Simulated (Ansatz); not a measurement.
`FC(F)CC(F)F` and `FCC(F)F` differ in one atom or group.

Ansatz, PBE0-D4/def2-TZVP geometries, multiplicity 1. Each molecule was computed in one conformer, which needn't be the lowest.

| property | `FC(F)CC(F)F` |
| --- | --- |
| HOMO–LUMO gap (B3LYP/def2-TZVPP) / eV | 10.90 |
| LUMO energy (ωB97M-V/def2-TZVPP) / eV | 3.06 |
| size of the dipole moment (PBE/def2-TZVPP) / D | 0.24 |
| HOMO energy (B3LYP/def2-TZVPP) / eV | -9.68 |
| LUMO energy (PBE0/def2-TZVPP) / eV | 1.59 |
| HOMO–LUMO gap (ωB97M-V/def2-TZVPP) / eV | 15.38 |

Task: Give the same properties after the change, and the shifts. (Estimate.)

Result: The calculation gave: 
```tsv
property	`FCC(F)F`	shift
HOMO–LUMO gap (B3LYP/def2-TZVPP) / eV	10.55	-0.35
LUMO energy (ωB97M-V/def2-TZVPP) / eV	3.08	0.02
size of the dipole moment (PBE/def2-TZVPP) / D	1.38	1.14
HOMO energy (B3LYP/def2-TZVPP) / eV	-9.53	0.15
LUMO energy (PBE0/def2-TZVPP) / eV	1.37	-0.22
HOMO–LUMO gap (ωB97M-V/def2-TZVPP) / eV	15.25	-0.13
```

With PBE0 the HOMO rises by 0.17 eV and the LUMO falls by 0.22 eV, so the gap narrows by about 0.39 eV. PBE moves the HOMO by 0.14 eV and ωB97M-V by 0.16 eV. The zero-point energy changes by -55.4 kJ/mol with -9 modes. Dipoles are sizes alone; their direction can turn.

B3LYP here is the variant with VWN-RPA as its local correlation; programs differ in this.
